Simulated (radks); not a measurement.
Problem. Spherical quantum dot in the effective-mass picture: electrons in a hard-walled sphere of radius 5.51, with a point charge +1 (a donor) at the centre, all in effective atomic units (hartree* = m*/eps^2 hartree, bohr* = eps/m* bohr), one dielectric constant everywhere. Method: non-relativistic Kohn-Sham, PBE, spin-polarised, spherical densities; computed with a radial shooting solver with Libxc functionals. Levels are named by radial order and angular momentum (1s, 1p, 1d, 2s, ...), and open shells are averaged over m. At N = 8 the configuration is 1s2 1p6. Does electron 9 go into 2s up or 1d up?

Solution. Into 2s up. The total energies of the other choices lie higher by 0.0251 hartree* (1d up).
